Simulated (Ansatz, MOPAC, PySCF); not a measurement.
Bond stretch in Mg₂, singlet.

Methods: UKS-B3LYP/3-21G = unrestricted B3LYP/3-21G (PySCF); PM7, restricted, heats of formation (MOPAC); RKS-B3LYP/3-21G = PySCF with restricted B3LYP/3-21G; FCI = full CI/def2-SVP, frozen core (Ansatz, a quantum-chemistry and plane-wave program).

Energies relative to the lowest point of each curve near equilibrium, in kJ/mol; the last columns give the difference from FCI:

| R / Å | UKS-B3LYP/3-21G | PM7 | RKS-B3LYP/3-21G | FCI | UKS-B3LYP/3-21G − FCI | PM7 − FCI | RKS-B3LYP/3-21G − FCI |
|---|---|---|---|---|---|---|---|
| 2.70 | 44.1 | 101.4 | 44.1 | 56.2 | -12.1 | 45.2 | -12.1 |
| 2.88 | 24.0 | 54.6 | 24.0 | 32.6 | -8.6 | 22.0 | -8.6 |
| 3.02 | 14.7 | 31.5 | 14.7 | 20.8 | -6.1 | 10.7 | -6.1 |
| 3.31 | 5.2 | 7.4 | 5.2 | 7.6 | -2.4 | -0.2 | -2.4 |
| 3.38 | 4.0 | 4.6 | 4.0 | 5.8 | -1.8 | -1.2 | -1.8 |
| 3.52 | 2.3 | 1.4 | 2.3 | 3.3 | -0.9 | -1.9 | -0.9 |
| 3.60 | 1.7 | 0.5 | 1.7 | 2.3 | -0.6 | -1.8 | -0.6 |
| 3.71 | 1.0 | 0.0 | 1.0 | 1.3 | -0.3 | -1.3 | -0.3 |
| 3.82 | 0.6 | 0.1 | 0.6 | 0.7 | -0.1 | -0.6 | -0.1 |
| 3.98 | 0.2 | 0.8 | 0.2 | 0.2 | 0.0 | 0.6 | 0.0 |
| 4.15 | 0.0 | 1.7 | 0.0 | 0.0 | 0.0 | 1.7 | 0.0 |
| 4.45 | 0.2 | 2.9 | 0.2 | 0.1 | 0.0 | 2.8 | 0.0 |
| 4.85 | 0.8 | — | 0.8 | 0.7 | 0.1 | — | 0.1 |
| 5.34 | 1.5 | — | 1.5 | 1.4 | 0.1 | — | 0.1 |
| 5.84 | 2.2 | — | 2.2 | 2.1 | 0.1 | — | 0.1 |
| 6.47 | 3.0 | — | 3.0 | 2.7 | 0.2 | — | 0.2 |
| 7.10 | 3.4 | — | 3.4 | 3.1 | 0.4 | — | 0.4 |
| 7.94 | 3.7 | — | 3.7 | 3.3 | 0.4 | — | 0.4 |
| 8.76 | 3.7 | — | 3.7 | 3.4 | 0.3 | — | 0.3 |
| 9.75 | 3.7 | — | 3.7 | 3.5 | 0.3 | — | 0.3 |
| 10.94 | 3.7 | — | 3.7 | 3.5 | 0.2 | — | 0.2 |

UKS-B3LYP/3-21G is furthest from FCI at 2.70 (-12.1 kJ/mol, below); its mean absolute difference over the points is 1.7 kJ/mol.

PM7 is furthest from FCI at 2.70 (45.2 kJ/mol, above); its mean absolute difference over the points is 7.5 kJ/mol.

RKS-B3LYP/3-21G is furthest from FCI at 2.70 (-12.1 kJ/mol, below); its mean absolute difference over the points is 1.7 kJ/mol.

A dash means that the run gave no value there, or that the column was ended at a point which the program doubted or which failed a test of continuity chosen for this set; such a test can also cut sound points.
